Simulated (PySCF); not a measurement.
**Excitation energies in several basis sets**

C3H7ClOSi.
Numbering: `[CH3:1][O:2]/[CH:3]=[CH:4]\[SiH2:5][Cl:6]` (hydrogens: H7, H8, H9 on C1; H10 on C3; H11 on C4; H12, H13 on Si5)

Cartesian coordinates in Å at the PBE0-D3(BJ)/def2-SVP level; atoms count from 1:
```xyz
13
C3H7ClOSi angstrom
C     -2.2383   -0.3761    0.5347
O     -0.8447   -0.2867    0.3824
C     -0.3718    0.6766   -0.4261
C      0.9394    0.7834   -0.6805
Si     2.1519   -0.4149    0.0486
Cl     4.0555    0.1579   -0.5600
H     -2.4325   -1.1695    1.2671
H     -2.6651    0.5688    0.9130
H     -2.7329   -0.6414   -0.4157
H     -1.1265    1.3572   -0.8462
H      1.2678    1.5913   -1.3388
H      1.9304   -1.8095   -0.4311
H      2.1419   -0.4097    1.5392
```

TDDFT with PBE0 (PySCF), vertical singlets, core orbitals frozen in the response, spherical d and f functions. Geometry: PBE0-D3(BJ)/def2-SVP, one conformer, isolated molecule.

Question: Compare def2-SVP, 6-31+G*, aug-cc-pVDZ and def2-TZVP for this molecule.

Answer: 

```tsv
basis	functions	diffuse	S1 (eV)	S2 (eV)	S3 (eV)	S4 (eV)	S5 (eV)	LUMO (eV)	α (au)
def2-SVP	127	no	6.24	6.40	6.92	7.20	7.49	-0.18	69.5
6-31+G*	130	yes	5.85	6.07	6.27	6.59	6.66	-0.38	76.7
aug-cc-pVDZ	209	yes	5.73	5.94	6.10	6.30	6.46	-0.45	86.5
def2-TZVP	240	no	6.05	6.15	6.86	7.10	7.17	-0.37	80.0
```

States are compared by their number. Against the largest diffuse basis here (aug-cc-pVDZ, itself not a converged limit), sets without diffuse functions differ by up to 0.52 eV in S1 and 1.03 eV in S5; the smaller diffuse sets differ by up to 0.13 and 0.20 eV. Every set without diffuse functions puts S1 more than 0.3 eV higher, so even the lowest state needs them here. State by state, the largest deviation of a set without diffuse functions is S1 0.52, S2 0.46, S3 0.83, S4 0.90, S5 1.03 eV. The same number needn't mean the same state in each row. Against aug-cc-pVDZ the polarisability deviates by -20% in def2-SVP, -11% in 6-31+G*, -7% in def2-TZVP. A single + in a Pople set puts diffuse functions on heavy atoms only.
